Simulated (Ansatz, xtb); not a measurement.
## A geometry optimisation of FH3InOSi with r2SCAN-D4/def2-SVP

The starting geometry of this gas-phase doublet was built from a drawn formula by distance geometry; its bonds are those of `O[SiH2][In][F]`.

```yaml
atoms:
  - { symbol: F, position_ang: [0.5847, -4.8318, 0.1368] }
  - { symbol: In, position_ang: [1.4448, -2.9486, -0.2213] }
  - { symbol: O, position_ang: [-1.0918, -1.8445, 1.5686] }
  - { symbol: Si, position_ang: [-0.5356, -1.3716, 0.0605] }
  - { symbol: H, position_ang: [-0.5746, -2.5731, 1.9559] }
  - { symbol: H, position_ang: [-1.3662, -1.9109, -1.0684] }
  - { symbol: H, position_ang: [-0.4303, 0.0868, -0.0149] }
```

Question: Predict what it relaxes into with r2SCAN-D4/def2-SVP.

Answer: It keeps its links, though one stretches towards breaking, and is `O[SiH2][In][F]`. Distances that change by over a tenth: In2–Si4 (2.55 → 2.85 Å).

The energy falls by 0.65 eV over 16 steps:

```tsv
step	E − E(last) (eV)
1	0.653
3	0.318
4	0.271
6	0.106
8	0.015
9	0.004
11	0.001
13	0.000
14	0.000
16	0.000
```

Final geometry (Å):

```xyz
7

F     0.3915   -4.2038    0.8743
In    1.6137   -3.1441   -0.4143
O    -0.8506   -2.0409    1.4781
Si   -0.5842   -1.3809   -0.0085
H    -0.5476   -2.9906    1.4790
H    -1.5775   -1.7286   -1.0756
H    -0.4144    0.0952    0.0842
```

From the same start GFN2-xTB reaches the same bonding as this run.

The end wasn't checked by frequencies. Open shells are spin-unrestricted. Atoms past krypton carry core potentials, without spin–orbit terms. Run with Ansatz 0.2.0, 43 s on 2 threads of Intel(R) Xeon(R) 6975P-C (Granite Rapids), on a shared host.
